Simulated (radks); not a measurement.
All-electron atom: neutral lithium in [He] 2s1. Method: non-relativistic Kohn-Sham, PBE, spin-polarised, spherical densities, point nucleus; open shells are filled with parallel spins first; computed with a radial shooting solver on a logarithmic mesh with Libxc functionals. Some entries of the table are withheld. Estimate them.

| orbital | occ. | eigenvalue (Ry) | <1/r> (bohr^-1) | r(max) (bohr) |
|---|---|---|---|---|
| 1s up | 1 | -3.80259 | (1) | 0.3610 |
| 1s down | 1 | -3.78596 | (2) | 0.3613 |
| 2s up | 1 | -0.23724 | (3) | 3.065 |

Answer. 
(1) 1s up <1/r> (bohr^-1): 2.673
(2) 1s down <1/r> (bohr^-1): 2.673
(3) 2s up <1/r> (bohr^-1): 0.3625
